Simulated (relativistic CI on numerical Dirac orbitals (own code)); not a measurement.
**From line strength to rate: F I 954.83 Å (vacuum)**

Problem. For 2s²2p⁵ ²P°3/2 – 2s²2p⁴3s ²P3/2 of F I a semi-empirical relativistic CI calculation gives the line strength S = 0.9977 e²a₀² in the length gauge. The measured levels are 0.00 and 104731.05 cm⁻¹ (NIST Handbook). Find gf, f, A and the partial lifetime.

Working.
1. σ = 104731.05 − 0.00 = 104731.05 cm⁻¹, so the vacuum wavelength is 10⁸/σ = 954.83 Å.
2. gf = 303.756 S/λ(Å) = 0.3174, log gf = -0.498; with g = 4 for the lower level, f = 0.0793.
3. A = 2.02613 × 10¹⁸ S/(g_u λ³) with g_u = 4: A = 5.81 × 10^8 s⁻¹.
4. The partial lifetime for this S is 1/A = 1.72 ns; in the calculation this line carries 84 % of the decay of the upper level.

Check. The Handbook lists A = 6.32 × 10^8 s⁻¹, a tabulated value with its own uncertainty (a few per cent for the best lines, 25 % or more for others); ours lies 8 % below it. The velocity form of the same calculation gives S = 0.854, and the gap between the two forms is a rough gauge of the error in S. With the computed energy (104484 cm⁻¹) in place of the measured one the rate would change by the factor (σ_calc/σ)³ = 0.99.
